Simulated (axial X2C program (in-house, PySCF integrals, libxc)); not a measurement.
**Potential curves of LiGe⁺, 2c**

All values were computed with an axial X2C code built on PySCF integrals. Two-component (2c) means X2C with spin–orbit coupling and atomic mean-field two-electron Coulomb and Gaunt terms. Basis: Ge dyall-cv3z [9s9p7d4f1g], Li dyall-cv3z [7s8p2d] (cores contracted in-house); Gaussian nuclei, density fitting, unrestricted open shells. Masses: Ge 73.921 u, Li 7.016 u.

State: Ω = 2 (⟨Sz⟩ = 1.00, ⟨Lz⟩ = 1.00 at HF). Energies in cm⁻¹ from the lowest point of each curve. Fits are polynomials in 1 − R0/R over 0.85 to 1.23 times the lowest point R0.

| R (Å) | MP2 | HF | PBE0 | PBE |
| --- | --- | --- | --- | --- |
| 2.4612 | 1159 | 1273 | 1018 | 1095 |
| 2.5744 | 508 | 571 | 422 | 478 |
| 2.6593 | 218 | 254 | 167 | 206 |
| 2.7441 | 58 | 74 | 34 | 54 |
| 2.8290 | 0 | 0 | 0 | 0 |
| 2.9280 | 32 | 19 | 54 | 30 |
| 3.0270 | 144 | 124 | 182 | 133 |
| 3.1543 | 375 | 350 | 430 | 350 |
| 3.3099 | 743 | 718 | 808 | 690 |
| 3.5363 | 1361 | 1348 | 1441 | 1270 |

Correlated methods: 14 electrons correlated (number of frozen shells: Ge 3 s, 2 p; Li 1 s), 210 virtual spin orbitals or spinors in MP2.

Occupations by symmetry block were frozen at the best pattern of an incomplete PBE0 search. Density functionals use the spin component along the axis (collinear). Other states lie close and PBE0, whose exact exchange favours high spin, may order them wrongly; the determinant shown need not be the ground state. The nearest other 2c determinant of the search, Ω = 1, lies 0.19 eV up at the distance of the search. The functionals have no current-density term, which raises determinants with orbital currents, atoms included. With several unpaired electrons one determinant need not be a pure state. Open-shell Ω = 0 determinants with evenly filled partner blocks cannot be reached by this program, so the Ω shown need not be the lowest component. At some level and bond length an empty orbital lies below a filled one. MP2 and coupled cluster on one determinant become unreliable at the stretched end.

Fit the MP2 curve near its minimum: give the equilibrium distance and the harmonic wavenumber.

At MP2, 2c: Re = 2.846 Å, ωe ≈ 235 cm⁻¹; Be follows as 0.325 cm⁻¹.

Fit the HF curve near its minimum: give the equilibrium distance and the harmonic wavenumber.

At HF, 2c: Re = 2.859 Å, ωe ≈ 237 cm⁻¹; Be follows as 0.322 cm⁻¹.

What are Re and ωe at the PBE0 level?

At PBE0, 2c: Re = 2.823 Å, ωe ≈ 236 cm⁻¹; Be follows as 0.33 cm⁻¹.

What are Re and ωe at the PBE level?

At PBE, 2c: Re = 2.846 Å, ωe ≈ 227 cm⁻¹; Be follows as 0.325 cm⁻¹.
